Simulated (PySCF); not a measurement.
Geometry (Å), atoms numbered from 1 in this order:
```xyz
14

Si   -0.592    1.598    0.192
F    -1.136    3.073    0.370
O     0.003    1.317   -1.330
Si    0.594   -0.209   -1.595
F     1.144   -0.403   -3.065
O     1.761   -0.461   -0.445
Si    1.266   -0.280    1.126
F     2.428   -0.535    2.169
O     0.640    1.250    1.244
O    -0.006   -1.322    1.335
Si   -1.273   -1.120    0.286
F    -2.443   -2.153    0.547
O    -1.765    0.455    0.450
O    -0.642   -1.254   -1.240
```

Geometry: PBE0-D3(BJ)/def2-SVP; GIAO absolute shieldings from PySCF, gas phase, non-relativistic, averaged over equivalent atoms.

At PBE0/pcSseg-1 (266 basis functions):
```csv
atoms,σ (ppm)
Si1/Si4/Si7/Si11,437.7
F2/F5/F8/F12,337.8
O3/O6/O9/O10/O13/O14,212.2
```

Estimate the result of repeating the calculation with wB97X-D/pcSseg-1.

## Answers


| atoms | σ at wB97X-D/pcSseg-1 | change |
| --- | --- | --- |
| Si1/Si4/Si7/Si11 | 437.5 | -0.2 |
| F2/F5/F8/F12 | 343.3 | +5.5 |
| O3/O6/O9/O10/O13/O14 | 217.7 | +5.5 |

The largest change is at O3/O6/O9/O10/O13/O14 (oxygen bonded to 2 Si). Cost: 266 basis functions.
